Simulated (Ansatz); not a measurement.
F2H2O2Si (`O[Si](O)(F)F`), 7 atoms. Total charge 0; spin multiplicity 1. All runs use 2 threads of a server CPU on a shared host. Correlated methods freeze the cores.

(1) How many basis functions does each run have, and how long does it take in Ansatz? RKS revPBE-D4/def2-TZVPP energy; RKS PBE0-D4/def2-TZVP frequencies; RHF-MP2/def2-QZVPP energy; RKS PBE0-D4/def2-SVP energy; RKS ωB97M-V/def2-QZVPP energy; direct RPA on PBE orbitals/def2-TZVPP energy; RKS ωB97M-V/def2-SVP energy; RKS PBE0-D4/def2-QZVPP energy; RHF-CCSD(T)/def2-SVP energy; RKS PBE0-D4/def2-TZVP relaxation (7 steps); RHF-CCSD(T)/def2-TZVPP energy; RKS B3LYP-D4/def2-TZVPP energy and forces. (Best estimate.)

Answers

(1) Ansatz gave: Other jobs shared the machine, so times are rough.

| level | job | functions | wall time | peak host memory (GiB) |
| --- | --- | --- | --- | --- |
| RKS PBE0-D4/def2-SVP | energy | 84 | 1.4 s | 0.15 |
| RKS revPBE-D4/def2-TZVPP | energy | 194 | 2.4 s | 0.21 |
| RKS B3LYP-D4/def2-TZVPP | energy and forces | 194 | 4.9 s | 0.4 |
| RHF-CCSD(T)/def2-SVP | energy | 84 | 5 s | 0.27 |
| direct RPA on PBE orbitals/def2-TZVPP | energy | 194 | 6.5 s | 0.36 |
| RKS ωB97M-V/def2-SVP | energy | 84 | 7 s | 0.22 |
| RKS PBE0-D4/def2-QZVPP | energy | 358 | 9 s | 0.94 |
| RHF-MP2/def2-QZVPP | energy | 358 | 21 s | 1.4 |
| RKS ωB97M-V/def2-QZVPP | energy | 358 | 23 s | 1.1 |
| RKS PBE0-D4/def2-TZVP | relaxation (7 steps) | 173 | 31 s | 0.36 |
| RKS PBE0-D4/def2-TZVP | frequencies | 173 | 2.1 min | 0.39 |
| RHF-CCSD(T)/def2-TZVPP | energy | 194 | 2.5 min | 2.4 |

B3LYP here is the variant with VWN-RPA as its local correlation; programs differ in this.
